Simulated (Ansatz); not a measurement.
`[SiH3]OB(S)S`. The species carries charge 0 and has multiplicity 1.

Cartesian coordinates in Å:
```
Si 1.174 -1.198 0.719
O 0.585 0.064 -0.171
B -0.609 0.649 -0.408
S -2.129 -0.027 0.335
S -0.720 2.116 -1.471
H 2.101 -1.957 -0.151
H 1.902 -0.647 1.886
H 0.064 -2.072 1.175
H -2.966 0.886 -0.183
H 0.596 2.186 -1.730
```

Question: Give the diagnostics of a CCSD(T)/def2-TZVPP run (frozen core, Ansatz 0.2.0). (Best estimate.)

Answer: Computed: T1 = 0.0131, largest single amplitude 0.025, largest double 0.027, (T) share of the correlation energy 4.1 %, 9 CCSD cycles. The RHF solution is stable towards an unrestricted one. T1 lies under the customary mark of 0.02 for closed shells.
